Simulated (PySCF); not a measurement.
BeFH3Si, SMILES [F][Be][SiH3]. Atoms are numbered in the order given.

```xyz
6

Be     0.0000     0.0000    -0.8767
F      0.0000     0.0000    -2.2467
Si     0.0000     0.0000     1.2997
H      1.2015     0.6937     1.8437
H      0.0000    -1.3874     1.8437
H     -1.2015     0.6937     1.8437
```

The structure is a stationary point at PBE0-D3(BJ)/def2-TZVP.

All values below come from TDA-LC-ωPBE/def2-SVPD (PySCF 2.14.0).

Vertical excitations; the highest root listed may be one member of a degenerate set. Isolated molecule, no solvent. State labels are in the subgroup Cs.

Q: Give excitation energies, oscillator strengths and character. (An estimate is asked for; the answer gives what the named calculation found.)

A: 
| state | symmetry | energy (eV) | λ (nm) | f | main pairs |
|---|---|---|---|---|---|
| S1 | A" | 6.82 | 182 | 0.141 | HOMO→LUMO+1 (degenerate set) |
| S2 | A' | 6.82 | 182 | 0.141 | HOMO→LUMO (degenerate set) |
| S3 | A' | 7.81 | 159 | 0.297 | HOMO→LUMO+2 77 %, HOMO→LUMO+3 18 % |
| S4 | A" | 8.31 | 149 | 0.000 | HOMO−1→LUMO+1 38 %, HOMO−2→LUMO 38 %, HOMO−1→LUMO+5 9 %, HOMO−2→LUMO+4 9 % |
| S5 | A' | 8.70 | 142 | 0.034 | HOMO−1→LUMO, HOMO−2→LUMO+1 (degenerate set) |
| S6 | A" | 8.70 | 142 | 0.034 | HOMO−2→LUMO, HOMO−1→LUMO+1 (degenerate set) |
| S7 | A' | 8.88 | 140 | 0.020 | HOMO−2→LUMO+1 26 %, HOMO−1→LUMO 26 %, HOMO→LUMO+6 19 %, HOMO→LUMO+9 12 % |
| S8 | A' | 9.08 | 137 | 0.002 | HOMO→LUMO+8, HOMO→LUMO+4 (degenerate set) |
| S9 | A" | 9.08 | 137 | 0.002 | HOMO→LUMO+7, HOMO→LUMO+5 (degenerate set) |
| S10 | A" | 9.43 | 131 | 0.222 | HOMO−2→LUMO+2 56 %, HOMO−2→LUMO+3 24 % |
| T1 | A' | 5.17 | 240 | 0 | HOMO→LUMO, HOMO→LUMO+4 (degenerate set) |
| T2 | A" | 5.17 | 240 | 0 | HOMO→LUMO+1, HOMO→LUMO+5 (degenerate set) |
| T3 | A' | 6.90 | 180 | 0 | HOMO→LUMO+2 70 % |
| T4 | A' | 7.62 | 163 | 0 | HOMO−2→LUMO+1 34 %, HOMO−1→LUMO 34 %, HOMO−1→LUMO+4 10 %, HOMO−2→LUMO+5 10 % |
Triplets are in the Tamm–Dancoff approximation.
